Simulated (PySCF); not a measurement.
C₄H₈OSe.
Numbering: `[CH2:1]=[C:2]([O:3][CH3:4])[Se:5][CH3:6]` (hydrogens: H7, H8 on C1; H9, H10, H11 on C4; H12, H13, H14 on C6)

Level: CAM-B3LYP/def2-SVPD in PySCF, non-relativistic, on one gas-phase PBE0-D3(BJ)/def2-SVP geometry that isn't relaxed in the solvent. The solvent is an IEF-PCM continuum (cavity from Bondi-type radii × 1.2). Only the electrostatic response of the medium enters. Spin–orbit coupling is left out although an atom past zinc is present.

Gas phase at CAM-B3LYP/def2-SVPD: HOMO -7.29 eV, LUMO 0.89 eV, dipole 2.07 D.

Q: What does the continuum do to the energy, the frontier levels and the dipole at CAM-B3LYP/def2-SVPD in tetrahydrofuran and methanol?

A: 
| solvent | ε | E(solvent) − E(gas) (kJ/mol) | polarisation term (kJ/mol) | distortion of the solute (kJ/mol) | HOMO (eV) | LUMO (eV) | dipole (D) |
| --- | --- | --- | --- | --- | --- | --- | --- |
| tetrahydrofuran | 7.426 | -14.01 | -15.83 | 1.82 | -7.43 | 0.89 | 2.60 |
| methanol | 32.61 | -16.89 | -19.58 | 2.69 | -7.47 | 0.88 | 2.70 |

The polarisation term is half the interaction of the solute with the surface charges that it induces; the rest is the cost of distorting the solute's density. The sum is the electrostatic part of solvation alone. From tetrahydrofuran to methanol the lowering changes by a factor 1.21, Onsager's factor (ε − 1)/(2ε + 1) by 1.18 and ε itself by 4.4.

Q: Which radius a makes the point-dipole formula ΔE = −[(ε − 1)/(2ε + 1)]·μ²/a³ give the value in methanol, with the gas-phase dipole?

A: μ = 0.815 au and |ΔE| = 0.00643 Eh give a = 1.94 Å; the farthest nucleus lies 3.58 Å from the centroid of the nuclei, so such a sphere wouldn't even hold the nuclei. The formula assumes a rigid point dipole at the centre of a sphere.

Q: How does the static polarisability (CAM-B3LYP/def2-SVPD, frozen core, with the continuum's full static response) change?

A: 
```tsv
medium	isotropic (au)	principal values (au)	⟨r²⟩ of the electrons (bohr²)
gas	84.0	65.1, 84.9, 102.1	985.8
tetrahydrofuran	109.8	87.2, 109.6, 132.6	984.3
methanol	116.4	94.0, 115.4, 139.7	984.0
```

The isotropic value in methanol is 1.38 times the gas-phase one; no cavity-field correction is applied. ⟨r²⟩ is taken about the centre of nuclear charge.

Time: 39 s of wall time. Hardware: Arm Neoverse V1, one thread, no GPU (shared host). This is the whole response run at CAM-B3LYP/def2-SVPD in methanol, SCF included.

Shape of the structure used: `[CH2:1]=[C:2]([O:3][CH3:4])[Se:5][CH3:6]`: C1–C2–O3–C4 4°, C1–C2–Se5–C6 -143°.
